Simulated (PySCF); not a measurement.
C2H5O2, SMILES COC=[OH+], charge +1.

Geometry: PBE-D3(BJ)/def2-SVP. The isomer is the one that the SMILES or the coordinates give; other isomers of the formula were not compared. Other conformers were not sampled.

Level of theory: PBE-D3(BJ)/def2-SVP in PySCF.

Harmonic, unscaled wavenumbers; measured fundamentals usually lie a few per cent lower.

Computed vibrational spectrum:
```
mode  ν (cm⁻¹)  IR (km/mol)  moving atoms (share of kinetic energy)
----  --------  -----------  --------------------------------------
1           87          0.0                                  H 93 %
2          244          1.9                  O 41 %, C 35 %, H 24 %
3          334          0.3                  H 53 %, O 28 %, C 19 %
4          679         54.9                  O 42 %, H 32 %, C 27 %
5          681        151.1                  H 65 %, O 19 %, C 16 %
6          837         29.4                   C 54 %, O 37 %, H 9 %
7         1007         11.4                          H 69 %, C 28 %
8         1085        123.3                          H 70 %, O 25 %
9         1109          3.1                          H 77 %, C 18 %
10        1151         18.1                  H 67 %, C 18 %, O 15 %
11        1342         54.9                          H 82 %, O 11 %
12        1359         37.2                  H 50 %, C 29 %, O 21 %
13        1392         19.1                          H 84 %, C 10 %
14        1394         24.8                  H 70 %, O 16 %, C 14 %
15        1421         29.5                                  H 97 %
16        1658        389.5                          C 65 %, O 29 %
17        2987          1.7                                  H 98 %
18        3107          1.2                          H 90 %, C 10 %
19        3134         22.5                           H 91 %, C 9 %
20        3152         12.5                          H 90 %, C 10 %
21        3557        153.1                                  H 94 %
```
